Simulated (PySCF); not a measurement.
C₂H₆Cl₂Sn (SMILES [CH3][Sn]([CH3])([Cl])[Cl]), singlet, geometry from GFN2-xTB (such geometries of metal compounds can be far from the true shape) (core potentials on Sn); DF-PBE0/def2-SV(P) (PySCF).

PySCF was given this input:
```python
from pyscf import gto, scf, dft

mol = gto.Mole()
mol.atom = '''
    C     1.802743   -1.518929    0.130225
    Sn   -0.015529   -0.267777   -0.050012
    C    -1.958449   -1.159081   -0.628532
    Cl    0.454020    1.440199   -1.566767
    Cl   -0.322578    0.822633    1.988397
    H     1.647280   -2.258916    0.905649
    H     2.630554   -0.870761    0.394279
    H     1.996078   -2.001301   -0.820028
    H    -2.685552   -0.358407   -0.702241
    H    -2.261782   -1.868720    0.131394
    H    -1.850392   -1.653142   -1.586324
'''
mol.basis = 'def2-sv(p)'
mol.ecp = {'Sn': 'def2-sv(p)'}
mol.charge = 0
mol.spin = 0
mol.verbose = 4
mol.build()

mf = dft.RKS(mol)
mf.xc = 'pbe0'
mf = mf.density_fit(auxbasis='def2-universal-jkfit')
mf.kernel()
mf.analyze()
```

It wrote (shortened):

```
PySCF version 2.14.0

[INPUT] verbose = 4
[INPUT] num. atoms = 11
[INPUT] num. electrons = 74
[INPUT] charge = 0
[INPUT] spin (= nelec alpha-beta = 2S) = 0
[INPUT] symmetry False subgroup None
[INPUT] Mole.unit = angstrom
[INPUT] Symbol           X                Y                Z      unit          X                Y                Z       unit  Magmom
[INPUT]  1 C      1.802743000000  -1.518929000000   0.130225000000 AA    3.406690542977  -2.870359812659   0.246089584571 Bohr   0.0
[INPUT]  2 Sn    -0.015529000000  -0.267777000000  -0.050012000000 AA   -0.029345556988  -0.506025192458  -0.094508982942 Bohr   0.0
[INPUT]  3 C     -1.958449000000  -1.159081000000  -0.628532000000 AA   -3.700932238928  -2.190345646187  -1.187753340525 Bohr   0.0
[INPUT]  4 Cl     0.454020000000   1.440199000000  -1.566767000000 AA    0.857973455075   2.721581674872  -2.960760531006 Bohr   0.0
[INPUT]  5 Cl    -0.322578000000   0.822633000000   1.988397000000 AA   -0.609584073810   1.554551071029   3.757525756907 Bohr   0.0
[INPUT]  6 H      1.647280000000  -2.258916000000   0.905649000000 AA    3.112908050474  -4.268732578398   1.711428574986 Bohr   0.0
[INPUT]  7 H      2.630554000000  -0.870761000000   0.394279000000 AA    4.971026615879  -1.645499809952   0.745079326667 Bohr   0.0
[INPUT]  8 H      1.996078000000  -2.001301000000  -0.820028000000 AA    3.772040743270  -3.781910782818  -1.549628334475 Bohr   0.0
[INPUT]  9 H     -2.685552000000  -0.358407000000  -0.702241000000 AA   -5.074957773278  -0.677291071127  -1.327043163441 Bohr   0.0
[INPUT] 10 H     -2.261782000000  -1.868720000000   0.131394000000 AA   -4.274148533471  -3.531369003497   0.248298674411 Bohr   0.0
[INPUT] 11 H     -1.850392000000  -1.653142000000  -1.586324000000 AA   -3.496734103086  -3.123985625016  -2.997717904825 Bohr   0.0

nuclear repulsion = 415.063939452131
number of shells = 50
number of NR pGTOs = 205
number of NR cGTOs = 102
basis = def2-sv(p)
ecp = {'Sn': 'def2-sv(p)'}

******** <class 'pyscf.df.df_jk.DFRKS'> ********
method = DFRKS
initial guess = minao
damping factor = 0
level_shift factor = 0
DIIS = <class 'pyscf.scf.diis.CDIIS'>
diis_start_cycle = 1
diis_space = 8
diis_damp = 0
SCF conv_tol = 1e-09
SCF conv_tol_grad = None
SCF max_cycles = 50
direct_scf = False
XC library pyscf.dft.libxc version 7.1.2
    S. Lehtola, C. Steigemann, M. J. T. Oliveira, and M. A. L. Marques,  SoftwareX 7, 1–5 (2018)
XC functionals = pbe0
    C. Adamo and V. Barone,  J. Chem. Phys. 110, 6158 (1999)
    M. Ernzerhof and G. E. Scuseria,  J. Chem. Phys. 110, 5029 (1999)
radial grids:
    Treutler-Ahlrichs [JCP 102, 346 (1995); DOI:10.1063/1.469408] (M4) radial grids

becke partition: Becke, JCP 88, 2547 (1988); DOI:10.1063/1.454033
pruning grids: <function nwchem_prune>
grids dens level: 3
symmetrized grids: False
atomic radii adjust function: <function treutler_atomic_radii_adjust>
small_rho_cutoff = 0
Set gradient conv threshold to 3.16228e-05
Initial guess from minao.
tot grids = 146808
******** <class 'pyscf.df.df.DF'> ********
auxbasis = def2-universal-jkfit
init E= -1190.95925857291
  HOMO = -0.703671844384078  LUMO = -0.582548484790092  gap/eV = 3.29593
cycle= 1 E= -1212.01886253939  delta_E= -21.1  |g|= 2.77  |ddm|= 7.75
  HOMO = 0.0157001661783671  LUMO = 0.115070362136598  gap/eV = 2.70400
cycle= 2 E= -1211.48014338193  delta_E= 0.539  |g|= 3.47  |ddm|= 7.17
  HOMO = -0.256085749733332  LUMO = 0.00235238156426718  gap/eV = 7.03246
cycle= 3 E= -1213.84360813549  delta_E= -2.36  |g|= 0.185  |ddm|= 3.07
  HOMO = -0.307204785578687  LUMO = -0.0474310674640014  gap/eV = 7.06880
cycle= 4 E= -1213.85263985014  delta_E= -0.00903  |g|= 0.102  |ddm|= 0.44
  HOMO = -0.297652471157797  LUMO = -0.0332842397985796  gap/eV = 7.19383
cycle= 5 E= -1213.85564861816  delta_E= -0.00301  |g|= 0.0318  |ddm|= 0.147
  HOMO = -0.297674780763497  LUMO = -0.0325802205335287  gap/eV = 7.21359
cycle= 6 E= -1213.85594027087  delta_E= -0.000292  |g|= 0.0051  |ddm|= 0.0443
  HOMO = -0.297353788194007  LUMO = -0.0322491688984549  gap/eV = 7.21386
cycle= 7 E= -1213.85594701488  delta_E= -6.74e-06  |g|= 0.000894  |ddm|= 0.00523
  HOMO = -0.297449364532686  LUMO = -0.0323013906699058  gap/eV = 7.21504
cycle= 8 E= -1213.85594722563  delta_E= -2.11e-07  |g|= 0.000283  |ddm|= 0.0015
  HOMO = -0.297433130294964  LUMO = -0.0322960646398616  gap/eV = 7.21475
cycle= 9 E= -1213.85594724786  delta_E= -2.22e-08  |g|= 4e-05  |ddm|= 0.000384
  HOMO = -0.297437661283145  LUMO = -0.0323012593876939  gap/eV = 7.21473
cycle= 10 E= -1213.85594724827  delta_E= -4.15e-10  |g|= 7.78e-06  |ddm|= 5.25e-05
  HOMO = -0.297437134010973  LUMO = -0.0323009977228023  gap/eV = 7.21472
Extra cycle  E= -1213.85594724828  delta_E= -1.05e-11  |g|= 6.62e-06  |ddm|= 1.85e-05
converged SCF energy = -1213.85594724828
**** SCF Summaries ****
Total Energy =                       -1213.855947248283655
Nuclear Repulsion Energy =             415.063939452130683
One-electron Energy =                -2580.909496753450640
Two-electron Energy =                  951.989610053036358
Two-electron Coulomb Energy =         1039.295142915382030
DFT Exchange-Correlation Energy =      -87.305532862345729
HOMO-LUMO gap [eV] =                     7.214721752388748
**** MO energy ****
MO #1   energy= -101.658769863035  occ= 2
MO #2   energy= -101.658695217675  occ= 2
MO #3   energy= -10.2496936567576  occ= 2
MO #4   energy= -10.2496847000097  occ= 2
MO #5   energy= -9.50952804870737  occ= 2
MO #6   energy= -9.50946334919885  occ= 2
MO #7   energy= -7.24856484598497  occ= 2
MO #8   energy= -7.24849987717352  occ= 2
MO #9   energy= -7.24231506275285  occ= 2
MO #10  energy= -7.24225194598813  occ= 2
MO #11  energy= -7.24214152891844  occ= 2
MO #12  energy= -7.24208623049787  occ= 2
MO #13  energy= -5.18395400630329  occ= 2
MO #14  energy= -3.51965226835385  occ= 2
MO #15  energy= -3.51743374076346  occ= 2
MO #16  energy= -3.5128050715278   occ= 2
MO #17  energy= -1.08874236768002  occ= 2
MO #18  energy= -1.08457353036587  occ= 2
MO #19  energy= -1.07908533054881  occ= 2
MO #20  energy= -1.07826646268367  occ= 2
MO #21  energy= -1.07815063879017  occ= 2
MO #22  energy= -0.822251629469264 occ= 2
MO #23  energy= -0.803579394513733 occ= 2
MO #24  energy= -0.726668899078762 occ= 2
MO #25  energy= -0.718930616343978 occ= 2
MO #26  energy= -0.501980166848128 occ= 2
MO #27  energy= -0.447563343692223 occ= 2
MO #28  energy= -0.444228518777463 occ= 2
MO #29  energy= -0.440754101082122 occ= 2
MO #30  energy= -0.44008790692311  occ= 2
MO #31  energy= -0.373103148238113 occ= 2
MO #32  energy= -0.359003198178963 occ= 2
MO #33  energy= -0.354149759765497 occ= 2
MO #34  energy= -0.320362607599058 occ= 2
MO #35  energy= -0.319111285190678 occ= 2
MO #36  energy= -0.314100113727192 occ= 2
MO #37  energy= -0.297437134010973 occ= 2
MO #38  energy= -0.0323009977228023 occ= 0
MO #39  energy= 0.0152816508476183 occ= 0
MO #40  energy= 0.021183143084005  occ= 0
MO #41  energy= 0.0613326731798835 occ= 0
MO #42  energy= 0.0801509992685379 occ= 0
MO #43  energy= 0.116785004223925  occ= 0
MO #44  energy= 0.126578332415879  occ= 0
MO #45  energy= 0.130368514996832  occ= 0
Dipole moment(X, Y, Z, Debye): -0.20966, -3.61599, -0.67554
```
